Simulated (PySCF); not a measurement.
Species: B(AsH3)H3.
Geometry (PBE0-D3(BJ)/def2-SVP, Å), atoms numbered from 1 in this order:
```
atom  x, y, z in Å
B1    -0.004    0.010   -1.196
As2    0.003   -0.006    0.852
H3     0.767    1.070    1.585
H4     0.563   -1.214    1.565
H5    -1.313    0.106    1.585
H6     1.181   -0.080   -1.468
H7    -0.519    1.085   -1.454
H8    -0.677   -0.970   -1.468
```

The closed-shell ground state was solved at several levels (PySCF, density fitting, gas phase). Relativistic effects, spin–orbit coupling among them, are left out although an element past zinc is present.

```tsv
level	basis functions	HOMO (eV)	LUMO (eV)	gap (eV)	dipole (D)
PBE0/pcSseg-1	88	-8.62	0.13	8.75	4.05
KT2/pcSseg-1	88	-7.36	-0.69	6.67	3.83
wB97X-D/def2-SVPD	106	-10.51	1.51	12.02	3.99
```

(1) Estimate the row for B3LYP/pcJ-1 (pcSseg-1 on As), a basis of 128 functions; the other rows only guide the guess.

(2) Over all these levels, which gives the widest orbital gap and which the narrowest?

(3) How far do the dipole and the HOMO energy spread over the levels?

Answers

(1) HOMO -8.46 eV, LUMO -0.21 eV, gap 8.25 eV, dipole 3.99 D.

(2) wB97X-D/def2-SVPD (range-separated hybrid) has the widest, 12.02 eV, and KT2/pcSseg-1 (GGA) the narrowest, 6.67 eV. Functional and basis both differ between the two, so the spread mixes both effects.

(3) The dipole runs from 3.83 to 4.05 D (mean 3.96 D) and the HOMO from -10.51 to -7.36 eV.
